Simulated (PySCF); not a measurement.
The PySCF input:
```python
from pyscf import gto, scf, dft

mol = gto.M(
    atom='''
C     1.521742    0.610080    0.154806
Si    0.090752   -0.486665   -0.243658
C    -1.511879    0.361273    0.314774
H     2.538626    0.318024   -0.040219
H     1.413876    1.586748    0.593200
H     0.027452   -0.747493   -1.692721
H     0.229928   -1.783053    0.441840
H    -1.510541    0.547025    1.385012
H    -2.379465   -0.252284    0.090844
H    -1.649581    1.316233   -0.184230
''',
    basis='cc-pvdz',
    charge=0,
    spin=1,
    verbose=5,
)

mf = dft.UKS(mol)
mf.xc = 'blyp'
mf = mf.density_fit(auxbasis='def2-universal-jkfit')
mf.kernel()
mf.analyze()
```

**Question.** What does this run give for the number of basis functions, <S^2>, dipole moment, total energy, HOMO energy?

**Answer.** 
```
Item                              Value
-------------------------  ------------
number of basis functions            81
<S^2>                             0.753
dipole moment                    0.61 D
total energy               -369.7830 Eh
HOMO energy                    -5.03 eV
```

These values belong to the state on which the SCF converged, which isn't shown to be the lowest.
